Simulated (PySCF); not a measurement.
NMR problem set

Theoretical values (PySCF 2.14.0 with density-fitted response routines): GFN2-xTB structure, σ from GIAO-PBE0/pcSseg-1. No solvent, single conformer, non-relativistic Hamiltonian, one averaged value for each set of equivalent atoms.

Shifts are taken against calculated references (same method and geometry level): 1H (σ = 31.72 ppm), 13C (σ = 186.93 ppm) against TMS. Splittings of carbon signals by F and P are missing where no couplings were computed. Where no couplings were computed, multiplicities follow the n + 1 count of equivalent neighbours, and m marks all less simple cases (inequivalent or close neighbours, rings, F or P nearby). Shifts are as computed. Against solution values, carbons near 30 ppm lie about +3 ppm off and those near 130 ppm about +5 ppm. Of 1211 compounds with measured shifts, 218 miss one by over three times the rms of a fit or turn the order of signals round; such compounds aren't used in these exercises.

**Question.** C$_{6}$H$_{8}$FN$_{3}$. 1H NMR (600 MHz, computed): δ 8.90 (d, 1H), 6.17 (m, 1H), 3.24 (s, 6H). 13C{1H} NMR (computed): δ 164.0 (C), 154.2 (CH), 137.7 (C), 112.4 (CH), 44.0 (CH3). Give a structure.

**Answer.** SMILES CN(C)c1ccnnc1F. The formula gives 4 degrees of unsaturation (1 ring in the answer). 5 carbon signals for 6 carbons: some carbons are equivalent by symmetry or fast rotation. Carbon types of the structure: 2 × C, 2 × CH, 2 × CH3, which accounts for all hydrogens. δC 154.2: aromatic CH next to a ring nitrogen; the adjacent pyridine-type nitrogen withdraws density from it. δC 137.7: aromatic carbon bearing nitrogen; an ipso carbon deshielded by its heteroatom. δC 112.4: aromatic CH; resonance donation from the substituent shields this position. δH 8.90: hydrogen on an aromatic CH next to a ring nitrogen; ring current plus the neighbouring ring nitrogen.

The shifts were computed for this structure.

**Question.** C$_{4}$H$_{8}$FNSi$_{2}$. 1H NMR (600 MHz, computed): δ 6.70 (m, 1H), 5.26 (m, 2H), 5.03 (m, 1H), 4.68 (s, 3H), 2.50 (d, 1H). 13C{1H} NMR (computed): δ 148.5 (CH), 93.1 (CH), 86.1 (C), 84.7 (CH). Identify the compound.

**Answer.** SMILES [SiH3]N(/C=C/C#C)[SiH2]F. The formula gives 3 degrees of unsaturation (no ring in the answer). 4 carbon signals for 4 carbons: no two carbons are equivalent. Carbon types of the structure: 1 × C, 3 × CH, leaving 5 H on heteroatoms. δC 148.5: alkene carbon bearing nitrogen; an sp2 carbon further deshielded by the attached heteroatom. δC 93.1: β carbon of an enol-ether or enamine type C=C; the O or N lone pair pushes π density onto this β carbon and shields it. δC 86.1: alkyne carbon; sp carbons lie upfield of alkene carbons because the cylindrical π system leaves one tensor component strongly shielded. δC 84.7: terminal alkyne carbon; sp carbons lie upfield of alkene carbons because the cylindrical π system leaves one tensor component strongly shielded.

This is the structure that produced the data.
